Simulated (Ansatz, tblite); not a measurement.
Isomers of P7S2⁺ (singlet), found by a short tight-binding search and relaxed with PBE-D4/def2-SVP in Ansatz.

The xTB rows come from tblite. B3LYP takes the VWN-RPA correlation. HSE06 is defined as in plane-wave codes, on full-range PBE exchange. Correlated methods freeze 45 core orbitals.

Run but left out: HF/def2-SVP, HF/def2-TZVP (A: restricted singlet, unstable towards broken spin symmetry); BHLYP-D4/def2-TZVP (A: restricted singlet, unstable in another Hartree–Fock run and untested here).

A: The restricted singlet is unstable towards broken spin symmetry in Hartree–Fock (as tested in another run); at PBE-D4/def2-SVP, PBE-D4/def2-TZVP, r2SCAN-D4/def2-TZVP, B3LYP-D4/def2-TZVP and others this wasn't settled. At CCSD(T)/def2-SVP T1 of the charge 1 singlet is large (up to 0.024), so the single-reference result is doubtful. At CCSD(T)/def2-SVP, MP2/def2-TZVP the restricted singlet (for correlated methods, its reference) is unstable: a solution with broken spin symmetry lies lower. B: At CCSD(T)/def2-SVP T1 of the charge 1 singlet is large (up to 0.023), so the single-reference result is doubtful. C: At CCSD(T)/def2-SVP T1 of the charge 1 singlet is large (up to 0.024), so the single-reference result is doubtful. D: At CCSD(T)/def2-SVP T1 of the charge 1 singlet is large (up to 0.024), so the single-reference result is doubtful. E: The restricted singlet is unstable towards broken spin symmetry in Hartree–Fock (as tested in another run); at PBE-D4/def2-SVP, PBE-D4/def2-TZVP, r2SCAN-D4/def2-TZVP, B3LYP-D4/def2-TZVP and others this wasn't settled. At CCSD(T)/def2-SVP T1 of the charge 1 singlet is large (up to 0.029), so the single-reference result is doubtful. At MP2/def2-TZVP the restricted singlet (for correlated methods, its reference) is unstable: a solution with broken spin symmetry lies lower.

Other spin states weren't relaxed.

A:

```xyz
9

P    -0.424   -0.029   -0.808
P    -2.596    0.242   -0.729
P     0.478   -2.042   -1.068
P     2.304   -0.002    1.275
P     0.733    1.387    0.445
P    -2.656    1.061    1.190
P     2.293   -1.790    0.254
S     0.642   -0.388   -2.561
S    -0.774    1.562    2.002
```

B:

```csv
atom,x (Å),y (Å),z (Å)
P1,-0.288,-0.962,1.839
P2,-1.372,-2.207,0.253
P3,0.485,1.934,-1.342
P4,-0.972,0.123,-1.548
P5,0.334,-1.660,-1.255
P6,1.503,-0.954,0.555
P7,1.964,1.300,0.247
S8,-1.816,0.025,0.515
S9,0.162,2.402,0.733
```

C:

```xyz
9

P     0.9814   -1.4104    1.0467
P     0.3409    2.1140    0.9449
P     0.9998   -1.2753   -1.9921
P    -1.0404   -0.4113   -1.7225
P    -0.5102   -2.1881   -0.4771
P    -1.8135    1.5882    1.2370
P    -0.9631    1.6192   -0.8483
S    -0.1800    0.3346    2.1623
S     2.1849   -0.3708   -0.3511
```

D:

| atom | x (Å) | y (Å) | z (Å) |
| --- | --- | --- | --- |
| P1 | 2.1978 | -1.4083 | 0.2814 |
| P2 | 1.4194 | 0.8446 | 0.6393 |
| P3 | 0.1443 | -2.2282 | 0.7394 |
| P4 | 0.7111 | 0.5998 | -1.4765 |
| P5 | -1.4953 | 1.0691 | -1.4070 |
| P6 | -2.1292 | 0.5496 | 0.6941 |
| P7 | -0.2602 | -0.2373 | 1.6771 |
| S8 | -1.3037 | 2.4864 | 0.2173 |
| S9 | 0.7157 | -1.6758 | -1.3651 |

E:

```csv
atom,x (Å),y (Å),z (Å)
P1,-0.655,-2.363,-0.175
P2,-1.432,0.958,-0.161
P3,1.632,1.640,0.466
P4,1.270,-1.505,-1.023
P5,-0.240,2.321,1.386
P6,0.346,0.494,-1.563
P7,-0.597,-1.507,-2.231
S8,1.016,0.719,2.213
S9,-1.338,-0.757,1.089
```

Task: Estimate which lies lowest at each level, and how far above it the others are (kcal/mol).

Result: 
```tsv
level	A	B	C	D	E
GFN1-xTB	20.2	5.8	10.8	0.0	16.4
GFN2-xTB	9.2	4.0	7.7	0.0	3.2
PBE-D4/def2-SVP	24.7	8.2	15.5	0.0	4.9
PBE-D4/def2-TZVP	27.0	8.9	16.3	0.0	7.0
r2SCAN-D4/def2-TZVP	23.1	9.3	15.5	0.0	6.1
B3LYP-D4/def2-TZVP	21.0	7.8	15.9	0.0	9.9
PBE0-D4/def2-SVP	27.6	8.2	18.0	0.0	9.2
PBE0-D4/def2-TZVP	29.4	8.9	18.5	0.0	11.0
HSE06-D4/def2-TZVP	29.1	9.0	18.4	0.0	10.7
MP2/def2-SVP	18.7	7.7	16.6	0.0	0.0
MP2/def2-TZVP	29.5	8.4	18.3	0.0	1.0
CCSD/def2-SVP	18.3	7.5	17.2	0.0	11.8
CCSD(T)/def2-SVP	17.6	7.6	16.2	0.0	7.3
```
Point groups (tolerance 0.1 Å): A not assigned, B not assigned, C not assigned, D not assigned, E not assigned. B and D have the same bonds, so they are conformers or stereoisomers. Lower isomers may exist.
